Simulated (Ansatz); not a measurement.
Nudged elastic band run: C3H7BO2

input.yaml

```yaml
crystal:
  periodic: [false, false, false]
  atoms:
    - { symbol: C, position_ang: [-0.670094, -1.463095, -0.173701] }
    - { symbol: C, position_ang: [0.756227, -0.979717, 0.106777] }
    - { symbol: B, position_ang: [1.037883, 0.558913, 0.11809] }
    - { symbol: C, position_ang: [-0.109276, 1.611624, -0.119988] }
    - { symbol: O, position_ang: [-0.299041, 1.892669, -1.300561] }
    - { symbol: O, position_ang: [-0.833368, 2.136452, 0.887788] }
    - { symbol: H, position_ang: [-0.763195, -2.56613, -0.109549] }
    - { symbol: H, position_ang: [-0.999264, -1.157963, -1.187811] }
    - { symbol: H, position_ang: [-1.392023, -1.024583, 0.545867] }
    - { symbol: H, position_ang: [1.501474, -1.47211, -0.560456] }
    - { symbol: H, position_ang: [1.099968, -1.302546, 1.124257] }
    - { symbol: H, position_ang: [2.17576, 0.983174, 0.215682] }
    - { symbol: H, position_ang: [-1.484552, 2.748412, 0.468406] }
basis:
  gaussian: { orbitals: def2-SVP }
hamiltonian:
  xc: pbe
neb:
  order_check: false
  images: 7
  f_tol: 0.05
  max_iterations: 60
  initial_path: linear
  final_atoms:
    - { symbol: C, position_ang: [-0.6578915, -1.45767151, -0.25072791] }
    - { symbol: C, position_ang: [0.77107418, -0.97401147, 0.01598267] }
    - { symbol: B, position_ang: [1.03417055, 0.56453372, 0.1212473] }
    - { symbol: C, position_ang: [-0.13400632, 1.61326915, -0.00667868] }
    - { symbol: O, position_ang: [-0.3743554, 1.96512866, -1.15861228] }
    - { symbol: O, position_ang: [-0.82234043, 2.06465529, 1.06050913] }
    - { symbol: H, position_ang: [-1.3627247, -1.07335245, 0.51525463] }
    - { symbol: H, position_ang: [-0.73645481, -2.56367973, -0.25121394] }
    - { symbol: H, position_ang: [-1.02132472, -1.09581435, -1.23395161] }
    - { symbol: H, position_ang: [1.49946169, -1.40892482, -0.70715689] }
    - { symbol: H, position_ang: [1.15238482, -1.3599421, 0.99702985] }
    - { symbol: H, position_ang: [2.16937513, 0.99803538, 0.20652334] }
    - { symbol: H, position_ang: [-1.4968695, 2.69287422, 0.70659539] }
```

Launched with:

```bash
$ ansatz run input.yaml --threads 2 --pin off --max-ram 3072MiB --backend cpu --events-out ev --progress --plain --runs-dir out
```

Output, in part (warnings, iteration lines, the closing report on the highest movable image, with atoms numbered from 0):

```
NEB end point (image 0): max|allowed force component| = 9.670e-3 eV/Å (the criterion of neb.relax_end_points is 1.000e-2)
NEB end point (image 8): max|allowed force component| = 7.261e-3 eV/Å (the criterion of neb.relax_end_points is 1.000e-2)
NEB iter   1: max|band force component| = 7.884e1 eV/Å  barrier→ = 23.7287 eV  barrier← = 23.7287 eV  Δτ_max = 0.1989 Å  (270 SCF iters)
NEB iter   2: max|band force component| = 2.058e1 eV/Å  barrier→ = 7.6915 eV  barrier← = 7.6915 eV  Δτ_max = 0.1767 Å  (245 SCF iters)
NEB iter   3: max|band force component| = 9.685e0 eV/Å  barrier→ = 3.7242 eV  barrier← = 3.7242 eV  Δτ_max = 0.1965 Å  (213 SCF iters)
NEB iter   4: max|band force component| = 3.699e0 eV/Å  barrier→ = 1.3776 eV  barrier← = 1.3776 eV  Δτ_max = 0.1990 Å  (241 SCF iters)
NEB iter   5: max|band force component| = 2.709e0 eV/Å  barrier→ = 0.3958 eV  barrier← = 0.3958 eV  Δτ_max = 0.1026 Å  (237 SCF iters)
NEB iter   6: max|band force component| = 1.028e0 eV/Å  barrier→ = 0.1747 eV  barrier← = 0.1747 eV  Δτ_max = 0.0658 Å  (216 SCF iters)
NEB iter   7: max|band force component| = 2.502e-1 eV/Å  barrier→ = 0.1245 eV  barrier← = 0.1245 eV  CI = image 4  Δτ_max = 0.0669 Å  (212 SCF iters)
NEB iter   8: max|band force component| = 1.332e-1 eV/Å  barrier→ = 0.1205 eV  barrier← = 0.1205 eV  CI = image 4  Δτ_max = 0.0427 Å  (217 SCF iters)
NEB iter   9: max|band force component| = 8.407e-2 eV/Å  barrier→ = 0.1192 eV  barrier← = 0.1192 eV  CI = image 4  Δτ_max = 0.0437 Å  (219 SCF iters)
NEB iter  10: max|band force component| = 5.648e-2 eV/Å  barrier→ = 0.1188 eV  barrier← = 0.1188 eV  CI = image 4  Δτ_max = 0.0533 Å  (217 SCF iters)
NEB iter  11: max|band force component| = 2.280e-1 eV/Å  barrier→ = 0.1186 eV  barrier← = 0.1186 eV  CI = image 4  Δτ_max = 0.0267 Å  (217 SCF iters)
NEB iter  12: max|band force component| = 7.979e-2 eV/Å  barrier→ = 0.1186 eV  barrier← = 0.1186 eV  CI = image 4  Δτ_max = 0.0535 Å  (218 SCF iters)
NEB iter  13: max|band force component| = 3.678e-1 eV/Å  barrier→ = 0.1184 eV  barrier← = 0.1184 eV  CI = image 4  Δτ_max = 0.0268 Å  (212 SCF iters)
NEB iter  14: max|band force component| = 1.544e-1 eV/Å  barrier→ = 0.1181 eV  barrier← = 0.1181 eV  CI = image 4  Δτ_max = 0.0397 Å  (216 SCF iters)
NEB iter  15: max|band force component| = 3.365e-2 eV/Å  barrier→ = 0.1180 eV  barrier← = 0.1180 eV  CI = image 4  Δτ_max = 0.0113 Å  (220 SCF iters)
NEB iter  16: max|band force component| = 3.307e-2 eV/Å  barrier→ = 0.1178 eV  barrier← = 0.1178 eV  CI = image 4  Δτ_max = 0.0000 Å  (253 SCF iters)
Total energy: -7979.83100035 eV, -293.2533803390 hartree
Atom 0 at    -0.630897    -1.487310    -0.439233 Å, force     0.000161     0.000011     0.001661 eV/Å
Atom 1 at     0.770204    -0.941092    -0.099473 Å, force     0.003587    -0.005349    -0.004112 eV/Å
Atom 2 at     0.994452     0.577290     0.186387 Å, force     0.003113     0.006267    -0.007675 eV/Å
Atom 3 at    -0.172740     1.637730     0.184853 Å, force    -0.007115     0.003753     0.016712 eV/Å
Atom 4 at    -0.432401     2.130738    -0.909098 Å, force     0.003955    -0.005566    -0.002397 eV/Å
Atom 5 at    -0.828382     1.970643     1.315453 Å, force     0.006680    -0.002778    -0.009347 eV/Å
Atom 6 at    -0.991995    -2.212706     0.316783 Å, force    -0.001166     0.000796     0.000324 eV/Å
Atom 7 at    -0.636140    -2.014759    -1.413570 Å, force     0.001138    -0.000448    -0.000281 eV/Å
Atom 8 at    -1.392926    -0.685085    -0.510496 Å, force    -0.000448     0.001448    -0.003197 eV/Å
Atom 9 at     1.536059    -1.260439    -0.843187 Å, force    -0.002326    -0.000022     0.002047 eV/Å
Atom 10 at     1.175009    -1.405140     0.837441 Å, force    -0.001441    -0.000850     0.002991 eV/Å
Atom 11 at     2.126116     1.006058     0.335060 Å, force    -0.001430     0.000343    -0.000697 eV/Å
Atom 12 at    -1.495860     2.649173     1.053883 Å, force    -0.004708     0.002394     0.003971 eV/Å
Dipole moment:    -0.076223    -0.186706     0.246809 e Å
```

The forces met the threshold. The band force fell under the threshold earlier too, but the program's further tests of the path sent the band on. Another band between the same ends (7 images) ends at a top of the same energy, where a vibrational analysis finds 1 clearly imaginary mode.

Final band (atoms are numbered from 1 in the order of the input):

```json
{"image": "0", "path coordinate (Å)": "0.00", "energy (kcal/mol)": "0.0", "dihedral H7–C1–C2–B3 (°)": "-177"}
{"image": "1", "path coordinate (Å)": "0.50", "energy (kcal/mol)": "0.1", "dihedral H7–C1–C2–B3 (°)": "-169"}
{"image": "2", "path coordinate (Å)": "1.00", "energy (kcal/mol)": "0.9", "dihedral H7–C1–C2–B3 (°)": "-153"}
{"image": "3", "path coordinate (Å)": "1.50", "energy (kcal/mol)": "2.1", "dihedral H7–C1–C2–B3 (°)": "-135"}
{"image": "4", "path coordinate (Å)": "2.00", "energy (kcal/mol)": "2.7", "dihedral H7–C1–C2–B3 (°)": "-117"}
{"image": "5", "path coordinate (Å)": "2.52", "energy (kcal/mol)": "2.0", "dihedral H7–C1–C2–B3 (°)": "-99"}
{"image": "6", "path coordinate (Å)": "3.04", "energy (kcal/mol)": "0.7", "dihedral H7–C1–C2–B3 (°)": "-80"}
{"image": "7", "path coordinate (Å)": "3.56", "energy (kcal/mol)": "0.1", "dihedral H7–C1–C2–B3 (°)": "-64"}
{"image": "8", "path coordinate (Å)": "4.08", "energy (kcal/mol)": "0.0", "dihedral H7–C1–C2–B3 (°)": "-56"}
```

Run time: 4 min on 2 threads of Arm Neoverse V2, on a shared host, peak memory 0.15 GiB.
